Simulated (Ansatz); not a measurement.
Species: C6H11, net charge 0, doublet state. It need not be the lowest isomer of its formula. SMILES: CC1C[CH]CC1
Structure (B3LYP-D3(BJ)/def2-TZVP (Ansatz, an electronic-structure program) minimum search):
```xyz
17

C      2.0217    -0.7925     0.1176
C      0.5790    -0.4066     0.4058
C     -0.4541    -1.0067    -0.5721
C     -1.6042    -0.0592    -0.5121
C     -1.2343     1.2031     0.1964
C      0.2960     1.1029     0.3329
H      2.3167    -0.4620    -0.8820
H      2.7067    -0.3364     0.8358
H      2.1617    -1.8748     0.1658
H      0.3170    -0.7479     1.4139
H     -0.0219    -1.0497    -1.5856
H     -0.7229    -2.0381    -0.3207
H     -2.5818    -0.2588    -0.9277
H     -1.5571     2.1063    -0.3314
H     -1.7054     1.2549     1.1902
H      0.7733     1.5139    -0.5624
H      0.6893     1.6469     1.1928
```
Charge 0, spin multiplicity 2.

Computed values are from Ansatz. Cores are frozen in the correlated levels unless marked. Open shells are spin-unrestricted. No spin-orbit coupling. No relativistic terms. CBS(X,Y): correlation extrapolated as X^-3; Hartree-Fock from the larger set. The bracket is a focal-point correction in the basis named.

```json
{
 "atomisation energy De": "6923.2 kJ/mol at RI-MP2/CBS(cc-pVTZ,cc-pVQZ)+[CCSD(T)-MP2]/cc-pVTZ",
 "total_energy": "-234.8844 Eh at RI-MP2/CBS(cc-pVTZ,cc-pVQZ)+[CCSD(T)-MP2]/cc-pVTZ",
 "dipole_moment": "0.20 D at CCSD(T)/aug-cc-pVDZ",
 "T1 diagnostic": "0.010 at CCSD/cc-pVTZ"
}
```
